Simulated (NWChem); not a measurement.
System: C$_{2}$H$_{6}$ClNSi; SMILES C=C[SiH](N)Cl

NWChem input:

```
start job
memory heap 200 mb stack 900 mb global 1100 mb
geometry units angstroms noautoz
  Si     0.548581     0.142290     0.419542
  N      1.947583     0.579972    -0.482164
  Cl    -1.188856     1.241137    -0.051669
  C      0.181782    -1.659165     0.125961
  C     -0.998656    -2.167420    -0.248502
  H      0.835559     0.480681     1.831735
  H      2.402482     1.466682    -0.295829
  H      2.002320     0.347632    -1.467657
  H      1.014438    -2.348119     0.285428
  H     -1.866613    -1.535913    -0.424207
  H     -1.146322    -3.236155    -0.396758
end
basis spherical
  * library def2-svp
end
dft
  xc becke97-d
  disp vdw 2
  iterations 150
  mulliken
end
task dft energy
```

NWChem printed, in part:

```
             Northwest Computational Chemistry Package (NWChem) 7.3.0
             --------------------------------------------------------

 C1  symmetry detected

                             Geometry "geometry" -> ""
                             -------------------------

 Output coordinates in angstroms (scale by  1.889725989 to convert to a.u.)

  No.       Tag          Charge          X              Y              Z
 ---- ---------------- ---------- -------------- -------------- --------------
    1 Si                  14.0000     0.56198921     0.11582490     0.41965301
    2 N                    7.0000     2.00122721     0.44932601    -0.46307958
    3 Cl                  17.0000    -1.08656633     1.33219267    -0.08125211
    4 C                    6.0000     0.07316863    -1.65667505     0.12764312
    5 C                    6.0000    -1.13470199    -2.08220829    -0.26216400
    6 H                    1.0000     0.85180342     0.44000393     1.83459810
    7 H                    1.0000     2.51487272     1.30263336    -0.27349232
    8 H                    1.0000     2.05359073     0.20890509    -1.44676159
    9 H                    1.0000     0.85272071    -2.40186706     0.30197261
   10 H                    1.0000    -1.95328599    -1.39190828    -0.45302735
   11 H                    1.0000    -1.35531331    -3.13857315    -0.40846343

 Effective nuclear repulsion energy (a.u.)     274.9450061205

                                 NWChem DFT Module
                                 -----------------

 Summary of "ao basis" -> "ao basis" (spherical)
 ------------------------------------------------------------------------------
       Tag                 Description            Shells   Functions and Types
 ---------------- ------------------------------  ------  ---------------------
 Si                         def2-svp                 8       18   4s3p1d
 N                          def2-svp                 6       14   3s2p1d
 Cl                         def2-svp                 8       18   4s3p1d
 C                          def2-svp                 6       14   3s2p1d
 H                          def2-svp                 3        5   2s1p

            General Information
            -------------------
          SCF calculation type: DFT
          Wavefunction type:  closed shell.
          No. of atoms     :    11
          No. of electrons :    56
           Alpha electrons :    28
            Beta electrons :    28
          Charge           :     0
          Spin multiplicity:     1
          Use of symmetry is: off; symmetry adaption is: off
          Maximum number of iterations: 150
          AO basis - number of functions:   108
                     number of shells:    52
          Convergence on energy requested:  1.00D-06
          Convergence on density requested:  1.00D-05
          Convergence on gradient requested:  5.00D-04

              XC Information
              --------------
                   Becke 97-D Method XC Functional
                  Becke 1997-D Exchange Functional  1.000
                Becke 1997-D Correlation Potential  1.000

             Grid Information
             ----------------
          Grid used for XC integration:  medium
          Radial quadrature: Mura-Knowles
          Angular quadrature: Lebedev.
          Tag              B.-S. Rad. Rad. Pts. Rad. Cut. Ang. Pts.
          ---              ---------- --------- --------- ---------
          Si                  1.10       88          11.0       590
          N                   0.65       49          12.0       434
          Cl                  1.00       88          11.0       590
          C                   0.70       49          12.0       434
          H                   0.35       45          13.0       434
          Grid pruning is: on
          Number of quadrature shells:   593
          Spatial weights used:  Erf1

      Superposition of Atomic Density Guess
      -------------------------------------

 Sum of atomic energies:        -880.55154023

      Non-variational initial energy
      ------------------------------

 Total energy =    -882.885159
 1-e energy   =   -1759.789164
 2-e energy   =     601.958998
 HOMO         =      -0.344797
 LUMO         =      -0.025179

     ---------------------------------------------
      Total Density - Mulliken Population Analysis
     ---------------------------------------------

    Atom       Charge   Shell Charges
 -----------   ------   -------------------------------------------------------
    1 Si  14    12.98   2.00  1.99  0.94  0.14  5.93  0.97  0.74  0.26
    2 N    7     7.75   1.99  1.03  0.44  2.59  1.69  0.01
    3 Cl  17    17.45   2.00  1.99  1.22  0.72  5.94  2.17  3.39  0.01
    4 C    6     6.42   1.99  0.99  0.31  2.00  1.10  0.02
    5 C    6     6.11   1.99  0.96  0.27  1.93  0.93  0.03
    6 H    1     1.09   0.71  0.37  0.01
    7 H    1     0.75   0.59  0.12  0.05
    8 H    1     0.75   0.59  0.12  0.04
    9 H    1     0.88   0.66  0.19  0.03
   10 H    1     0.91   0.67  0.21  0.03
   11 H    1     0.90   0.67  0.20  0.02

   convergence    iter        energy       DeltaE   RMS-Dens  Diis-err
 ---------------- ----- ----------------- --------- --------- ---------
 d= 0,ls=0.0,diis     1   -883.8592229197 -1.16D+03  1.03D-02  5.03D-01
 d= 0,ls=0.0,diis     2   -883.8551766672  4.05D-03  6.48D-03  4.96D-01
 d= 0,ls=0.0,diis     3   -883.9076720928 -5.25D-02  2.02D-03  9.04D-02
 d= 0,ls=0.0,diis     4   -883.9173672723 -9.70D-03  7.81D-04  6.92D-03
 d= 0,ls=0.0,diis     5   -883.9183063936 -9.39D-04  1.66D-04  3.18D-04
  Resetting Diis
 d= 0,ls=0.0,diis     6   -883.9183353140 -2.89D-05  7.27D-05  9.32D-05
 d= 0,ls=0.0,diis     7   -883.9183482075 -1.29D-05  5.75D-05  6.93D-06
 d= 0,ls=0.0,diis     8   -883.9183429898  5.22D-06  4.13D-05  4.24D-05
 d= 0,ls=0.0,diis     9   -883.9183491468 -6.16D-06  5.15D-06  2.96D-07
 d= 0,ls=0.0,diis    10   -883.9183491853 -3.84D-08  1.23D-06  1.92D-08

         Total DFT energy =     -883.918349185255
      One electron energy =    -1764.821831741688
           Coulomb energy =      675.127693907991
    Exchange-Corr. energy =      -69.158699514331
 Nuclear repulsion energy =      274.945006120479

    Dispersion correction =       -0.010517957705

 Numeric. integr. density =       55.999993184175

                       DFT Final Molecular Orbital Analysis
                       ------------------------------------

 Vector   26  Occ=2.000000D+00  E=-2.569573D-01
              MO Center= -7.1D-01,  7.6D-01,  1.0D-01, r^2= 3.0D+00
   Bfn.  Coefficient  Atom+Function         Bfn.  Coefficient  Atom+Function
  ----- ------------  ---------------      ----- ------------  ---------------
    45      0.443443   3 Cl pz               42      0.332477   3 Cl pz
    44      0.328380   3 Cl py               41      0.242929   3 Cl py
    39      0.192000   3 Cl pz               55      0.179436   4 C  py
    79     -0.168711   6 H  s                53      0.166843   4 C  s
    80     -0.147520   6 H  s                38      0.140559   3 Cl py

 Vector   27  Occ=2.000000D+00  E=-2.515509D-01
              MO Center= -3.9D-01, -1.6D+00,  3.5D-02, r^2= 2.4D+00
   Bfn.  Coefficient  Atom+Function         Bfn.  Coefficient  Atom+Function
  ----- ------------  ---------------      ----- ------------  ---------------
    56      0.379974   4 C  pz               70      0.369573   5 C  pz
    59      0.250521   4 C  pz               73      0.236878   5 C  pz
    79     -0.126746   6 H  s                68     -0.120645   5 C  px
    80     -0.111130   6 H  s                54     -0.102557   4 C  px
    22      0.088459   2 N  px               71     -0.085454   5 C  px

 Vector   28  Occ=2.000000D+00  E=-2.270611D-01
              MO Center=  1.5D+00,  5.0D-01, -3.3D-01, r^2= 2.5D+00
   Bfn.  Coefficient  Atom+Function         Bfn.  Coefficient  Atom+Function
  ----- ------------  ---------------      ----- ------------  ---------------
    23     -0.352116   2 N  py               22      0.343732   2 N  px
    25     -0.284617   2 N  px               26      0.280178   2 N  py
    43     -0.272554   3 Cl px               24      0.192346   2 N  pz
    40     -0.191810   3 Cl px               27     -0.145050   2 N  pz
    37     -0.110084   3 Cl px               21     -0.093807   2 N  s

 Vector   29  Occ=0.000000D+00  E=-5.187586D-02
              MO Center= -3.9D-01, -1.6D+00, -4.5D-02, r^2= 3.1D+00
   Bfn.  Coefficient  Atom+Function         Bfn.  Coefficient  Atom+Function
  ----- ------------  ---------------      ----- ------------  ---------------
    73      0.530760   5 C  pz               59     -0.455781   4 C  pz
    70      0.425147   5 C  pz               56     -0.339985   4 C  pz
    21     -0.269532   2 N  s                13     -0.218748   1 Si pz
    80      0.213219   6 H  s                71     -0.152799   5 C  px
    85      0.142748   7 H  s                57      0.137437   4 C  px

 Vector   30  Occ=0.000000D+00  E= 3.136915D-02
              MO Center=  1.4D-01, -4.9D-02,  3.6D-01, r^2= 4.4D+00
   Bfn.  Coefficient  Atom+Function         Bfn.  Coefficient  Atom+Function
  ----- ------------  ---------------      ----- ------------  ---------------
    11      0.728189   1 Si px               67      0.624816   5 C  s
     3     -0.474208   1 Si s                36      0.461891   3 Cl s
    95     -0.460180   9 H  s                12     -0.447327   1 Si py
    43      0.409034   3 Cl px               44     -0.360622   3 Cl py
     4     -0.342977   1 Si s               105     -0.331949  11 H  s

 Vector   31  Occ=0.000000D+00  E= 3.456892D-02
              MO Center=  1.7D+00,  6.0D-01, -5.5D-01, r^2= 4.9D+00
   Bfn.  Coefficient  Atom+Function         Bfn.  Coefficient  Atom+Function
  ----- ------------  ---------------      ----- ------------  ---------------
    21      1.373406   2 N  s                90     -0.805099   8 H  s
    85     -0.712241   7 H  s                11     -0.461672   1 Si px
     4     -0.373576   1 Si s                12     -0.297069   1 Si py
    80      0.273780   6 H  s                20      0.245255   2 N  s
    59     -0.219899   4 C  pz               56     -0.159577   4 C  pz

     ---------------------------------------------
      Total Density - Mulliken Population Analysis
     ---------------------------------------------

    Atom       Charge   Shell Charges
 -----------   ------   -------------------------------------------------------
    1 Si  14    13.39   2.00  1.98  1.04  0.05  5.93  1.24  0.80  0.35
    2 N    7     7.33   1.99  0.99  0.42  2.48  1.45  0.01
    3 Cl  17    17.30   2.00  1.98  1.27  0.69  5.93  2.18  3.22  0.02
    4 C    6     6.23   1.99  0.93  0.30  2.07  0.92  0.02
    5 C    6     6.00   1.99  0.92  0.23  2.04  0.79  0.03
    6 H    1     1.10   0.76  0.33  0.01
    7 H    1     0.88   0.72  0.11  0.05
    8 H    1     0.88   0.72  0.11  0.05
    9 H    1     0.97   0.75  0.19  0.02
   10 H    1     0.97   0.75  0.19  0.02
   11 H    1     0.97   0.76  0.19  0.02

     -------------------------------------------
      Total Density - Lowdin Population Analysis
     -------------------------------------------

    Atom       Charge   Shell Charges
 -----------   ------   -------------------------------------------------------
    1 Si  14    13.54   2.00  1.93  0.65  0.30  5.82  1.26  1.04  0.55
    2 N    7     7.21   1.97  0.72  0.44  2.26  1.80  0.02
    3 Cl  17    17.12   2.00  1.96  1.06  0.80  5.83  2.29  3.17  0.02
    4 C    6     6.21   1.97  0.64  0.34  1.89  1.32  0.06
    5 C    6     6.01   1.97  0.61  0.32  1.84  1.21  0.07
    6 H    1     1.11   0.66  0.42  0.02
    7 H    1     0.93   0.60  0.21  0.13
    8 H    1     0.93   0.60  0.21  0.13
    9 H    1     0.97   0.64  0.26  0.07
   10 H    1     0.98   0.64  0.27  0.07
   11 H    1     0.98   0.64  0.27  0.07

     Multipole analysis of the density
     ---------------------------------

     L   x y z        total         alpha         beta         nuclear
     -   - - -        -----         -----         ----         -------
     0   0 0 0      0.000000    -28.000000    -28.000000     56.000000

     1   1 0 0      0.621045      0.310522      0.310522     -0.000000
     1   0 1 0     -0.316970     -0.158485     -0.158485      0.000000
     1   0 0 1     -0.331858     -0.165929     -0.165929      0.000000

     2   2 0 0    -31.716539   -155.006223   -155.006223    278.295908
     2   1 1 0      3.250295     -7.393483     -7.393483     18.037261
     2   1 0 1     -1.089160     -0.109422     -0.109422     -0.870316
     2   0 2 0    -31.710489   -183.237640   -183.237640    334.764791
     2   0 1 1      0.056841     -1.268475     -1.268475      2.593790
     2   0 0 2    -32.816607    -35.309803    -35.309803     37.803000
```

Level: B97-D/def2-SVP. Structure relaxed at the B3LYP/6-31G* (spherical d) level.
